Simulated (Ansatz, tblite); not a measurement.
Forces on TiSi6⁺ at its PBE0-D4/def2-SVP geometry. The state is a doublet with charge 1.

The xTB rows come from tblite. At PBE-D4/def2-TZVP the charge 1 doublet is spin-contaminated (final ⟨S²⟩ up to 0.84, 0.75 for a pure state). No other spin state of charge 1 was run. Another isomer (doublet) lies 0.71 eV lower at PBE0-D4/def2-TZVP; other spin states weren't run for this one.

GFN2-xTB (tblite), largest force 2.37 eV/Å:

```xyz
7
positions Å, forces eV/Å
Ti   -1.321   -0.773   -0.538    1.537    0.838    0.647
Si    0.882   -0.974    0.857    0.571   -1.912    0.977
Si   -0.543   -0.358    2.542   -0.608   -0.407    0.681
Si   -0.545    1.219    0.879   -1.407    1.509    1.173
Si    1.704   -1.605   -1.187    0.131   -0.811   -0.550
Si   -0.952    2.004   -1.242   -0.876    0.417   -0.674
Si    0.775    0.487   -1.310    0.653    0.366   -2.253
```

PBE-D4/def2-TZVP (Ansatz), largest force 0.30 eV/Å:

```
Ti 0.154 0.255 0.008
Si 0.081 -0.140 0.092
Si -0.065 -0.013 0.008
Si -0.037 0.018 0.138
Si -0.034 -0.024 -0.046
Si -0.195 -0.041 -0.109
Si 0.095 -0.056 -0.091
```
